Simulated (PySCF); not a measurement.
InClBr2, SMILES [Cl][In]([Br])[Br].

The structure is a stationary point at B3LYP-D3(BJ)/def2-SVP. The structure was generated by enumeration; whether it is a known compound was not checked. The def2 effective core potentials stand for the cores of In; spin–orbit coupling is left out.

Level of theory: r2SCAN/def2-TZVP (PySCF).

Symmetry labels are those of the subgroup C2v that the program uses (full group C2v).

Problem. List the valence orbital energies around the gap with their symmetry. (The exact figures need the calculation; the answer reports its results.)

Solution. 
```json
[
 {"orbital": "HOMO−7", "symmetry": "A1", "energy (eV)": "-9.59"},
 {"orbital": "HOMO−6", "symmetry": "B2", "energy (eV)": "-9.47"},
 {"orbital": "HOMO−5", "symmetry": "B1", "energy (eV)": "-8.68"},
 {"orbital": "HOMO−4", "symmetry": "B2", "energy (eV)": "-8.30"},
 {"orbital": "HOMO−3", "symmetry": "B1", "energy (eV)": "-8.20"},
 {"orbital": "HOMO−2", "symmetry": "A2", "energy (eV)": "-8.03"},
 {"orbital": "HOMO−1", "symmetry": "A1", "energy (eV)": "-8.02"},
 {"orbital": "HOMO", "symmetry": "B2", "energy (eV)": "-7.90"},
 {"orbital": "LUMO", "symmetry": "A1", "energy (eV)": "-3.95"},
 {"orbital": "LUMO+1", "symmetry": "B1", "energy (eV)": "-2.50"},
 {"orbital": "LUMO+2", "symmetry": "A1", "energy (eV)": "0.23"},
 {"orbital": "LUMO+3", "symmetry": "B2", "energy (eV)": "0.32"}
]
```
